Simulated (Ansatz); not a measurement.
Ansatz (a quantum-chemistry and plane-wave program) input (CCSD(T)/aug-cc-pV(D+d)Z):
A basis named .json is the Basis Set Exchange file of that set.

Ansatz 0.2 input:
```yaml
crystal:
  periodic: [false, false, false]
  atoms:
    - {symbol: Si, position_ang: [-0.01243507, -1.39719965, -0.63873104]}
    - {symbol: O, position_ang: [1.44479969, -0.62407563, -0.03801316]}
    - {symbol: Si, position_ang: [1.98336691, 0.86699624, 0.23767817]}
    - {symbol: O, position_ang: [-1.18913702, -0.61996179, 0.43108121]}
    - {symbol: Si, position_ang: [-2.05996434, 0.71711162, 0.20230679]}
    - {symbol: H, position_ang: [-0.24645890, -0.38767663, -1.82693023]}
    - {symbol: H, position_ang: [1.78518814, 1.79810202, -0.91176570]}
    - {symbol: H, position_ang: [1.36546486, 1.52566070, 1.42646762]}
    - {symbol: H, position_ang: [3.45394530, 0.83852229, 0.51252749]}
    - {symbol: H, position_ang: [-2.83191037, 1.04508054, 1.44258294]}
    - {symbol: H, position_ang: [-1.24620797, 1.92350736, -0.12186464]}
    - {symbol: H, position_ang: [-3.07886759, 0.59238790, -0.88311689]}
basis:
  gaussian:
    orbitals: aug-cc-pV_D+d_Z.json
total_charge: -1
magnetization: {spin_polarized: false}
correlation: {method: ccsd_t, electrons: outside_noble_gas}
output: {forces: true}
```

End of the output:

```
integrals: 1.10 GiB planned
2063 factors; integrals over basis functions are off by at most 6.1e-4 eV
1.19 GiB of device memory are held for the factors and their scratch space
mean field: 1.43 GiB planned
mean field evaluation 1: about -27773.4482 eV, gradient 3.3e1 eV
mean field evaluation 2: about -27773.6238 eV, gradient 3.4e1 eV
mean field evaluation 4: about -27776.7810 eV, gradient 4.7e0 eV
mean field evaluation 8: about -27776.8697 eV, gradient 2.1e-1 eV
mean field evaluation 16: about -27775.7592 eV, gradient 2.0e1 eV
mean field -27776.87019744 eV, -1020.7811519171 hartree, gradient 4.2e-6 eV, S^2 0.000000; 0 other end points of the search recorded, 0 dependent functions left out
17 core orbitals not correlated
reference -27776.87019744 eV, -1020.7811519171 hartree; 16, 16 occupied and 172, 172 virtual orbitals, 2063 factors
densities: 7.27 GiB planned
second order -19.85810540 eV of doubles, -0.00000000 eV of singles
coupled cluster: 5.34 GiB planned
cycle   1  -20.68440791 eV  change   -8.3e-1 eV  update   1.3e-1
cycle   2  -21.36898744 eV  change   -6.8e-1 eV  update   4.2e-2
cycle   3  -21.56353284 eV  change   -1.9e-1 eV  update   2.3e-2
cycle   4  -21.55205662 eV  change    1.1e-2 eV  update   5.5e-3
cycle   5  -21.54802950 eV  change    4.0e-3 eV  update   2.9e-3
cycle   6  -21.54935858 eV  change   -1.3e-3 eV  update   1.0e-3
cycle   7  -21.54932034 eV  change    3.8e-5 eV  update   5.1e-4
cycle   8  -21.54909654 eV  change    2.2e-4 eV  update   2.0e-4
cycle   9  -21.54913710 eV  change   -4.1e-5 eV  update   8.8e-5
cycle  10  -21.54920354 eV  change   -6.6e-5 eV  update   3.4e-5
cycle  11  -21.54917017 eV  change    3.3e-5 eV  update   1.5e-5
cycle  12  -21.54917276 eV  change   -2.6e-6 eV  update   6.9e-6
cycle  13  -21.54917665 eV  change   -3.9e-6 eV  update   2.7e-6
perturbative correction -0.67793340 eV, -0.0249135929 hartree
the calculation of the forces begins
1.19 GiB of device memory are held for the factors and their scratch space
Total energy: -27799.09730749 eV, -1021.5979831452 hartree
Atom 0 at    -0.012435    -1.397200    -0.638731 Å, force    -0.182612    -0.424234    -0.638540 eV/Å
Atom 1 at     1.444800    -0.624076    -0.038013 Å, force     0.287554    -0.798085     0.096985 eV/Å
Atom 2 at     1.983367     0.866996     0.237678 Å, force     0.263421     0.902836     0.138795 eV/Å
Atom 3 at    -1.189137    -0.619962     0.431081 Å, force     0.159410    -0.666164     0.661423 eV/Å
Atom 4 at    -2.059964     0.717112     0.202307 Å, force    -0.507231     0.766720    -0.186522 eV/Å
Atom 5 at    -0.246459    -0.387677    -1.826930 Å, force    -0.009015     0.012872    -0.041154 eV/Å
Atom 6 at     1.785188     1.798102    -0.911766 Å, force    -0.023847     0.067444    -0.095871 eV/Å
Atom 7 at     1.365465     1.525661     1.426468 Å, force    -0.063115     0.048190     0.094538 eV/Å
Atom 8 at     3.453945     0.838522     0.512527 Å, force     0.096345    -0.013921     0.014522 eV/Å
Atom 9 at    -2.831910     1.045081     1.442583 Å, force    -0.036309     0.008980     0.082071 eV/Å
Atom 10 at    -1.246208     1.923507    -0.121865 Å, force     0.085063     0.108866    -0.035368 eV/Å
Atom 11 at    -3.078868     0.592388    -0.883117 Å, force    -0.069664    -0.013503    -0.090879 eV/Å
Dipole moment:     0.010616     0.750624     0.300057 e Å
```

It need not be the lowest isomer of its formula. Whether it binds its extra electron was not tested at this geometry.
